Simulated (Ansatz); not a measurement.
Ansatz (a program for electronic structure) input:

Ansatz 0.2 input:
```yaml
crystal:
  periodic: [false, false, false]
  atoms:
    - {symbol: I, position_ang: [-1.61236880, -0.61868638, -2.13890731]}
    - {symbol: Sn, position_ang: [0.00199809, 0.00372054, -0.01295954]}
    - {symbol: I, position_ang: [0.56029676, 2.68715460, -0.04384989]}
    - {symbol: I, position_ang: [2.33912499, -1.41735682, -0.19302641]}
    - {symbol: I, position_ang: [-1.27785299, -0.63595676, 2.32487039]}
basis:
  gaussian:
    orbitals: def2-TZVP
hamiltonian:
  xc: b3lyp
  dispersion: d3bj
relax: {f_tol: 0.002, max_steps: 150}
```

Question: Which total energy does the run end on?

Answer: -1405.80312 Eh (B3LYP-D3(BJ)/def2-TZVP). The basis has 250 functions. The run takes very roughly 110 core-seconds.
